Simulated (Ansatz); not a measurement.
H2SSi (SMILES [SiH]S) moved off its minimum; all values from Ansatz (a first-principles code), cores frozen in correlated methods.
(charge 0, multiplicity 1)
```xyz
4

Si     0.30893    -0.75849     0.74718
H      0.46736    -1.68743    -0.22570
S      0.03292     0.72445    -0.25948
H     -0.38634     1.70522     0.34804
```

```
level                    largest force (eV/Å)  on atom  rms difference from CCSD(T)/aug-cc-pV(T+d)Z (eV/Å)  dipole (D)
-----------------------  --------------------  -------  --------------------------------------------------  ----------
HF/def2-TZVPP                           10.93      Si1                                               0.141        1.41
PBE/def2-TZVPP                          10.52      Si1                                               0.293        1.34
r2SCAN/def2-TZVPP                       10.36      Si1                                               0.253        1.39
B3LYP/def2-TZVPP                        10.49      Si1                                               0.161        1.30
wB97M-V/def2-TZVPP                      10.46      Si1                                               0.168        1.28
MP2/aug-cc-pV(T+d)Z                     10.68      Si1                                               0.059        1.36
CCSD(T)/aug-cc-pV(T+d)Z                 10.79      Si1                                               0.000        1.34
```

The differences count from one level among others, with limits of its own. Forces at CCSD(T)/aug-cc-pV(T+d)Z (eV/Å):

| atom | Fx | Fy | Fz |
|---|---|---|---|
| Si1 | 0.678 | -5.452 | 9.290 |
| H2 | 0.624 | -1.864 | -2.978 |
| S3 | -0.280 | 4.460 | -9.145 |
| H4 | -1.022 | 2.856 | 2.833 |

Doubts at one or more of the structures used: a restricted determinant that unrestricted orbitals would lower (MP2/aug-cc-pV(T+d)Z, CCSD(T)/aug-cc-pV(T+d)Z).
